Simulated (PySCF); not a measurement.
**How methods differ on the ionisation energy of Fe⁹⁺**

Fe⁹⁺ [Ne] 3s2 3p5 (2P) → Fe¹⁰⁺ [Ne] 3s2 3p4 (3P), as a difference of total energies. All numbers are calculated (PySCF 2.14, the spin-free X2C one-electron Hamiltonian (Gaussian nucleus), in an uncontracted even-tempered set (19 s from 0.4 bohr⁻², ratio 2.5; 12 p from 0.52 bohr⁻², ratio 2.5; 5 d from 4.4 bohr⁻², ratio 2.7; 4 f from 6.5 bohr⁻², ratio 2.7)). Correlated levels: outer shells: 1s2 frozen; virtual orbitals above 40 to 60 times the deepest correlated orbital energy dropped. The calculations carry no spin-orbit coupling.

```tsv
method	ionisation energy (eV)
UHF	260.44
MP2 (outer shells)	261.36
SCS-MP2 (outer shells)	261.32
CCSD (outer shells)	261.28
CCSD(T) (outer shells)	261.29
```

Problem. How much does correlation contribute at CCSD(T) (outer shells)?

Solution. 261.29 − (260.44) = 0.85 eV, measured against UHF.

A first-order spin-orbit estimate (lowest level to lowest level, LS coupling) adds -0.030 eV.

For comparison: 262.1 ± 0.12 eV (semi-empirical (NIST evaluation); NIST Atomic Spectra Database, ionization energies).
